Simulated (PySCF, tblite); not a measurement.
Isomers of C6H9NOS, one GFN2-xTB conformer each. Single-point energies are computed at PBE0/pcSseg-1 (PySCF, gas phase, no added dispersion term), electronic only.

```json
{"SMILES": "N#C[C@@H]1CCC[S@](=O)C1", "GFN2-xTB relative energy (kJ/mol)": "95.0"}
{"SMILES": "CCOc1ccc(N)s1", "GFN2-xTB relative energy (kJ/mol)": "34.1"}
{"SMILES": "CCc1sncc1OC", "GFN2-xTB relative energy (kJ/mol)": "0.0"}
```

Conformers: `[N:1]#[C:2][C@@H:3]1[CH2:4][CH2:5][CH2:6][S@:7](=[O:8])[CH2:9]1` with C2–C3–C4–C5 177°, C3–C4–C5–C6 62°, C4–C5–C6–S7 -67°, C5–C6–S7–O8 169°; `[CH3:1][CH2:2][O:3][c:4]1[cH:5][cH:6][c:7]([NH2:8])[s:9]1` with C1–C2–O3–C4 -179°, C2–O3–C4–C5 -174°; `[CH3:1][CH2:2][c:3]1[s:4][n:5][cH:6][c:7]1[O:8][CH3:9]` with C1–C2–C3–S4 93°, C6–C7–O8–C9 1°.

Problem. What does PBE0/pcSseg-1 give for the same structures?

Solution. 
```csv
SMILES,PBE0/pcSseg-1 E (Eh),PBE0/pcSseg-1 (kJ/mol),GFN2-xTB (kJ/mol),point group
CCc1sncc1OC,-761.57059,0.0,0.0,C1
CCOc1ccc(N)s1,-761.56949,2.9,34.1,–
N#C[C@@H]1CCC[S@](=O)C1,-761.54020,79.8,95.0,C1
```

Both levels put the same isomer lowest; measured from each level's own lowest isomer, the values differ by up to 31.2 kJ/mol (CCOc1ccc(N)s1: 34.1 against 2.9). As drawn, the lowest has an aromatic ring, which the highest lacks; the highest has a C≡N group and an S=O bond, which the lowest lacks. Neighbours under 10 kJ/mol apart (CCc1sncc1OC and CCOc1ccc(N)s1) can change places with a better method, another conformer or zero-point energy.

Problem. Which frontier levels, dipoles and rotational constants go with these structures?

Solution. 
| SMILES | HOMO (eV, PBE0/pcSseg-1) | LUMO (eV) | dipole (D) | A, B, C (MHz) |
| --- | --- | --- | --- | --- |
| CCc1sncc1OC | -6.53 | -0.72 | 2.65 | 1689, 1377, 810.4 |
| CCOc1ccc(N)s1 | -5.05 | 0.39 | 1.84 | 3998, 779.7, 658.5 |
| N#C[C@@H]1CCC[S@](=O)C1 | -7.02 | 0.07 | 4.28 | 2550, 970.2, 749.7 |

Problem. What happens when harmonic zero-point energies from GFN2-xTB frequencies are added?

Solution. 
| SMILES | ZPE (kJ/mol) | electronic (kJ/mol) | with ZPE (kJ/mol) |
| --- | --- | --- | --- |
| CCc1sncc1OC | 369.6 | 0.0 | 0.0 |
| CCOc1ccc(N)s1 | 367.2 | 2.9 | 0.5 |
| N#C[C@@H]1CCC[S@](=O)C1 | 372.3 | 79.8 | 82.5 |

The zero-point energies span 5.1 kJ/mol. The order is unchanged.

Problem. As an exercise, what shares would exp(−E/RT) give at 500 K from these electronic energies alone (no entropy, no degeneracies)?

Solution. RT = 4.157 kJ/mol: CCc1sncc1OC 66.7 %, CCOc1ccc(N)s1 33.3 %, N#C[C@@H]1CCC[S@](=O)C1 under 0.1 %.
